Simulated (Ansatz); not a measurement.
Geometry optimisation, Ansatz 0.2.0, RHF/def2-SVP.

Input file:

```yaml
crystal:
  periodic: [false, false, false]
  atoms:
    - { symbol: "N", position_ang: [0.2492, 1.471, 1.9259] }
    - { symbol: Si, position_ang: [0.163, -0.2454, 1.5842] }
    - { symbol: C, position_ang: [0.942, -0.5925, -0.0774] }
    - { symbol: Si, position_ang: [0.1131, 0.2681, -1.4431] }
    - { symbol: As, position_ang: [-2.082, -0.667, -1.6623] }
    - { symbol: H, position_ang: [-0.1991, 1.6664, 2.868] }
    - { symbol: H, position_ang: [1.2331, 1.7954, 1.9697] }
    - { symbol: H, position_ang: [-1.1878, -0.6955, 1.5596] }
    - { symbol: H, position_ang: [-0.2833, 1.50298, 1.03314] }
    - { symbol: H, position_ang: [2.0211, -0.2185, -0.0213] }
    - { symbol: H, position_ang: [0.9701, -1.6878, -0.2248] }
    - { symbol: H, position_ang: [0.7846, 0.0741, -2.6863] }
    - { symbol: H, position_ang: [-0.1156, 1.7228, -1.1708] }
    - { symbol: H, position_ang: [-1.5352, -1.9739, -2.2246] }
    - { symbol: H, position_ang: [-2.284, -0.0346, -3.0531] }
basis:
  gaussian: { orbitals: def2-SVP }
hamiltonian:
  xc: hf
relax:
  f_tol: 0.02
  max_steps: 50
```

Launched with:

```bash
$ ansatz run input.yaml --threads 2 --pin off --max-ram 3072MiB --backend cpu --events-out ev --progress --plain --runs-dir out
```

Q: Where does it end, and by what steps?

A: The forces met the threshold. After 7 steps the energy has fallen by 3.027 eV; Si2 moved furthest, 0.47 Å.

```tsv
step	energy less start (eV)	largest force component (eV/Å)	accepted
0	0.0000	7.918	yes
1	-1.8980	4.557	yes
2	-2.8040	1.393	yes
3	-2.9310	0.440	yes
4	-3.0136	0.323	yes
5	-3.0254	0.086	yes
6	-3.0270	0.044	yes
7	-3.0274	0.014	yes
```

```xyz
15
Properties=species:S:1:pos:R:3
N 0.236 1.486 1.926
Si 0.363 -0.599 1.814
C 0.978 -0.645 -0.044
Si 0.063 0.218 -1.438
As -2.132 -0.677 -1.762
H -0.280 1.718 2.760
H 1.152 1.894 2.020
H -1.133 -0.634 1.550
H -0.222 1.931 1.145
H 2.031 -0.339 -0.072
H 1.000 -1.718 -0.280
H 0.823 0.195 -2.714
H -0.144 1.664 -1.117
H -1.649 -2.018 -2.265
H -2.294 -0.090 -3.146
```

Whether the end is a true minimum wasn't checked by a vibrational analysis.

The run took 24 s on 2 threads of AMD EPYC 9R14 (Zen 4) (shared host), peak memory 0.46 GiB.
